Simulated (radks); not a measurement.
Mo15+, configuration [Ar] 3d9.

Calculated with a radial shooting solver on a logarithmic mesh with Libxc functionals: Dirac Kohn-Sham, PBE, spin-unpolarised, spherical densities, point nucleus; open shells are shared between the two j in proportion to 2j + 1.

Energy parts (hartree):
part                       energy
total                 -3961.01701
kinetic                4110.05711
electron-nucleus      -9193.30094
Hartree                1234.24809
exchange-correlation   -112.02127

Orbitals (lengths in bohr, moments of r in powers of bohr; <r^-3> diverges for s and p1/2; r(max) is where P^2 peaks):
orbital  occ.  eigenvalue (hartree)  <r^-3>   r(max)
1s1/2       2             -742.0782       -  0.02287
2s1/2       2             -116.4709       -   0.1296
2p1/2       2             -108.2951       -   0.1009
2p3/2       4             -104.3671    2404   0.1047
3s1/2       2             -30.28141       -   0.3800
3p1/2       2             -27.16853       -   0.3664
3p3/2       4             -26.48755   422.7   0.3753
3d3/2     3.6             -21.03716   63.19   0.3136
3d5/2     5.4             -20.90362   60.31   0.3162

The highest occupied level is 3d5/2 at -568.82 eV. Summed over all electrons, <r^2> = 3.492 bohr^2, which gives a Langevin (diamagnetic) susceptibility term of -2.77 x 10^-6 cm^3/mol.
